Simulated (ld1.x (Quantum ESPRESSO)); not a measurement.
**An all-electron radial function and its pseudo partner (Cr)**

Columns: radius, all-electron u(r) and pseudo u(r) of the 3s shell (level -71.77 eV) of chromium in the configuration [Ne] 3s2 3p6 3d6 4s0 4p0; PBE, scalar-relativistic, TM scheme, ld1.x (Quantum ESPRESSO) 7.5.

| r (bohr) | all-electron | pseudo |
| --- | --- | --- |
| 0.085 | -0.0180 | 0.0980 |
| 0.170 | -0.5788 | 0.2034 |
| 0.255 | -0.5143 | 0.3236 |
| 0.340 | -0.1118 | 0.4649 |
| 0.425 | 0.3474 | 0.6290 |
| 0.510 | 0.7261 | 0.8071 |
| 0.595 | 0.9838 | 0.9759 |
| 0.680 | 1.1247 | 1.1026 |
| 0.765 | 1.1721 | 1.1615 |
| 0.850 | 1.1525 | 1.1506 |
| 0.935 | 1.0896 | 1.0895 |
| 1.020 | 1.0019 | 1.0019 |
| 1.105 | 0.9026 | 0.9026 |
| 1.190 | 0.8007 | 0.8007 |
| 1.275 | 0.7020 | 0.7020 |
| 1.360 | 0.6097 | 0.6097 |
| 1.445 | 0.5257 | 0.5257 |
| 1.530 | 0.4505 | 0.4505 |
| 1.615 | 0.3842 | 0.3842 |
| 1.700 | 0.3263 | 0.3263 |
| 1.785 | 0.2762 | 0.2762 |
| 1.870 | 0.2331 | 0.2331 |
| 1.955 | 0.1963 | 0.1963 |
| 2.040 | 0.1649 | 0.1649 |
| 2.125 | 0.1383 | 0.1383 |
| 2.210 | 0.1158 | 0.1158 |

Task: How many radial nodes do the two functions have?

Result: The all-electron 3s function has n − l − 1 = 2 (the table is too coarse to show those close to the nucleus); the pseudo-wave has 0, since the states of the same l below it are removed with the core.

Task: At about which radius was the pseudo-wave matched?

Result: 1.00 bohr, where the columns begin to agree (steps of 0.09 bohr).

Task: Where does each function peak?

Result: Outermost all-electron maximum near 0.77 bohr, pseudo maximum near 0.77 bohr (to the table’s step).

Task: Is the pseudo-wave norm-conserving?

Result: Yes: the TM scheme keeps the norm inside the radius equal to the all-electron one, which fixes the energy derivative of the logarithmic derivative at the level.
